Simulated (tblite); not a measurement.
Species: C6H4ClN (triplet state).
Numbering: `[N:1][c:2]1[cH:3][cH:4][c:5]([Cl:6])[cH:7][cH:8]1` (hydrogens: H9 on C3; H10 on C4; H11 on C7; H12 on C8)
Bond orders are those of one Lewis drawing.

Computed with GFN2-xTB (tblite), gas phase: L-BFGS steps from a force-field or distance-geometry start until the largest atomic force falls under 0.01 eV/Å.

At the end of the run (lengths in Å): N1–C2 1.266, C2–C3 1.448, C2–C8 1.448, C7–C8 1.363, C3–C4 1.363, C8–H12 1.078, C3–H9 1.078, C3–C2–C8 115.7°, N1–C2–C3 122.2°, C3–C4–C5 120.5°, C2–C3–C4 121.6°.

Task: These geometries were met on the way; a selection of coordinates is given. Order them by energy above the end point, lowest first.
A. N1–C2 1.450, C2–C3 1.396, C2–C8 1.400, C7–C8 1.392, C3–C4 1.387, C8–H12 1.099, C3–H9 1.089, C3–C2–C8 119.4°, N1–C2–C3 120.7°, C3–C4–C5 119.1°, C2–C3–C4 120.9°
B. N1–C2 1.266, C2–C3 1.446, C2–C8 1.446, C7–C8 1.361, C3–C4 1.362, C8–H12 1.077, C3–H9 1.077, C3–C2–C8 115.3°, N1–C2–C3 122.4°, C3–C4–C5 120.7°, C2–C3–C4 121.9°
C. N1–C2 1.297, C2–C3 1.457, C2–C8 1.455, C7–C8 1.372, C3–C4 1.368, C8–H12 1.082, C3–H9 1.078, C3–C2–C8 114.0°, N1–C2–C3 123.2°, C3–C4–C5 120.4°, C2–C3–C4 122.7°
D. N1–C2 1.267, C2–C3 1.454, C2–C8 1.455, C7–C8 1.366, C3–C4 1.366, C8–H12 1.079, C3–H9 1.079, C3–C2–C8 113.9°, N1–C2–C3 123.2°, C3–C4–C5 120.4°, C2–C3–C4 122.8°

Result: B (0.001 eV), D (0.010 eV), C (0.050 eV), A (0.646 eV).

```tsv
step	E above end (eV)	rms distance from the end, all atoms (Å)	largest force (eV/Å)	rms shift of all bonds from the end (Å)
5	0.001	0.005	0.111	0.001
3	0.010	0.012	0.328	0.004
1	0.050	0.019	1.932	0.011
0	0.646	0.043	5.470	0.058
```

Rows stand in the order of the answer.
